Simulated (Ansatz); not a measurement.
Computed with Ansatz on PBE0-D4/def2-TZVP structures; ΔE is electronic, products minus reactants. CCSD(T)/CBS adds triple-zeta CCSD(T) − MP2 to the extrapolated MP2 energy (def2 sets, frozen cores). DFT in def2-TZVPP. B3LYP here is the variant with VWN-RPA as its local correlation; programs differ in this. For Ga outer-core shells are correlated without core-valence functions, which leaves a few kJ/mol of doubt a bond. Scalar relativity is left out up to krypton. Each species was taken in one conformer, which may not be the lowest.

Consider the cleavage of the Al–Ga bond: `C[SiH2][AlH][GaH2]` + `O[SiH3]` → `C[SiH2][AlH][O][SiH3]` + `[GaH3]`.

```tsv
level	ΔE (kJ/mol)
B3LYP-D4	-141.1
HF/def2-TZVPP	-154.7
```

Task: What does CCSD(T)/CBS give? (Estimate.)

Result: The calculation gave: -136.1 kJ/mol. The listed levels differ from it by -5.0, -18.6 kJ/mol.

Largest T1 diagnostic among the species: 0.013.

From PBE to PBE0 (25 % exact exchange), in def2-TZVPP and without D4, ΔE moves by −6.9 kJ/mol. The D4 term adds −4.7 kJ/mol with B3LYP and −3.0 kJ/mol with PBE0; it sums over pairs of atoms, weighted by their polarisabilities, and B3LYP, whose exchange is more repulsive, gets the larger term.

CCSD(T)/CBS has its own doubt, a few kJ/mol and more with outer-core shells, so smaller differences from it don't rank the levels.
